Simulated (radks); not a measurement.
Task: These are the eigenvalues of the occupied orbitals of an atom or ion with whole-number occupations (hartree). Calculated with a radial shooting solver on a logarithmic mesh with Libxc functionals: scalar-relativistic Kohn-Sham, Wu-Cohen GGA, spin-polarised, spherical densities, finite nucleus; Fermi nuclear charge, rms radius of each element as measured or else 0.836 A^(1/3) + 0.57 fm.

| orbital | eigenvalue |
|---|---|
| 1s up | -2111.922 |
| 1s down | -2111.911 |
| 2s up | -358.2108 |
| 2s down | -358.2030 |
| 2p up | -317.3859 |
| 2p down | -317.3754 |
| 3s up | -83.47122 |
| 3s down | -83.39320 |
| 3p up | -71.04685 |
| 3p down | -70.96804 |
| 3d up | -55.45896 |
| 3d down | -55.39659 |
| 4s up | -19.77539 |
| 4s down | -19.61275 |
| 4p up | -15.67591 |
| 4p down | -15.51460 |
| 4d up | -10.17587 |
| 4d down | -10.01296 |
| 5s up | -5.58280 |
| 5s down | -5.38102 |
| 5p up | -4.47387 |
| 4f up | -4.11508 |
| 4f down | -3.93971 |

Which element is it, and in what charge state? The configuration may be excited. Open shells, if any, are filled with parallel spins first.

Result: Z = 68, erbium, charge +7: Er7+ in [Kr] 4d10 4f10 5s2 5p3. The list shows which subshells hold electrons but not how many an open one holds; the 1s level, -2111.9 hartree, gives Z - s = 65.0 by -(Z - s)^2/2, which with screening and relativity narrows Z to a few neighbours, and the depths of the outer levels then fix element, charge and occupations together.
